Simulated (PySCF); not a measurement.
**Question.** Write Cartesian coordinates for `F[Si](F)(F)CC=C` as optimised with PBE0-D3(BJ)/def2-SVP.

**Answer.** 
```
atom  x, y, z in Å
C1    -2.005   -0.403   -0.139
C2    -0.829   -0.581    0.465
C3     0.211    0.481    0.655
Si4    1.615    0.250   -0.518
F5     2.247   -1.218   -0.383
F6     1.166    0.434   -2.045
F7     2.794    1.303   -0.250
H8    -2.309    0.574   -0.527
H9    -2.706   -1.231   -0.266
H10   -0.564   -1.581    0.828
H11   -0.204    1.489    0.493
H12    0.629    0.458    1.676
```

Any rigid rotation of these coordinates is as good. Atoms count from 1 in this order. All 3 F–Si bonds measure 1.602 to 1.604 Å. The 2 C–C bonds span 1.333 Å (C1=C2, drawn double) to 1.499 Å (C2–C3, drawn single), a spread of 0.166 Å. Si4 (fluorine-bound silicon) is tetrahedral (angles from 106.8° to 112.2°). Of the pairs four or more bonds apart, H8···H11 is among the closest relative to their van der Waals radii: 2.51 Å, 105 % of the sum of Bondi's values.

Bonds between heavy atoms (Å): C1=C2 1.333, C2–C3 1.499, C3–Si4 1.844, Si4–F5 1.604, Si4–F6 1.602, Si4–F7 1.604.

Level of theory: PBE0-D3(BJ)/def2-SVP geometry optimisation, gas phase in PySCF.

Point group: C1 (no symmetry element, even within 0.4 Å). PBE0-D3(BJ)/def2-SVP frequencies: not computed here. One conformer, not necessarily the lowest (C1–C2–C3–Si4 -105°).

Time: 1.8 min wall; peak memory 0.53 GiB. Hardware: Arm Neoverse N1, one thread, shared host. These figures are those of the optimisation.
